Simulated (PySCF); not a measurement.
# Dipole response of N²⁺ (nitrogen, charge +2)

[He] 2s2 2p1, 2P determinant. Calculation: PySCF 2.14, in aug-cc-pwCVTZ; the non-relativistic Hamiltonian (point nucleus). Coupled (time-dependent) response in atomic units; α is the mean over directions.

| method | mean α (bohr³) | α xx, yy, zz | C₆ (like pair) | S(−4) |
| --- | --- | --- | --- | --- |
| UHF | 2.708 | 2.819, 2.487, 2.819 | 3.835 | 9.104 |
| PBE | 2.586 | 2.699, 2.361, 2.699 | 3.674 | 6.853 |
| PBE0 | 2.599 | 2.714, 2.368, 2.714 | 3.689 | 7.041 |
| wB97X | 2.642 | 2.766, 2.394, 2.766 | 3.788 | 7.113 |
| TPSS | 2.619 | 2.732, 2.391, 2.732 | 3.786 | 7.082 |

S(−4) is the Cauchy moment in α(ω) = α(0) + S(−4) ω² + …

α(iu) at UHF:

```json
{"u (hartree)": "0", "α(iu) (bohr³)": "2.708"}
{"u (hartree)": "0.0500", "α(iu) (bohr³)": "2.686"}
{"u (hartree)": "0.100", "α(iu) (bohr³)": "2.623"}
{"u (hartree)": "0.200", "α(iu) (bohr³)": "2.420"}
{"u (hartree)": "0.300", "α(iu) (bohr³)": "2.170"}
{"u (hartree)": "0.500", "α(iu) (bohr³)": "1.687"}
{"u (hartree)": "0.750", "α(iu) (bohr³)": "1.237"}
{"u (hartree)": "1.00", "α(iu) (bohr³)": "0.9384"}
{"u (hartree)": "1.50", "α(iu) (bohr³)": "0.5921"}
{"u (hartree)": "2.00", "α(iu) (bohr³)": "0.4075"}
{"u (hartree)": "3.00", "α(iu) (bohr³)": "0.2267"}
{"u (hartree)": "5.00", "α(iu) (bohr³)": "0.1002"}
```

A single London oscillator, α(iu) = α/(1 + u²/ω²), gives C₆ = (3/4) ω α². Matching the computed C₆ needs ω = 4 × 3.835 / (3 × 2.708²) = 0.697 hartree.

For an ion, C₆ is the dispersion term alone; charge-induced terms of lower order in 1/R come first.

The components differ because the open shell of this determinant is not spherical; for a pure term their mean is the scalar polarisability.
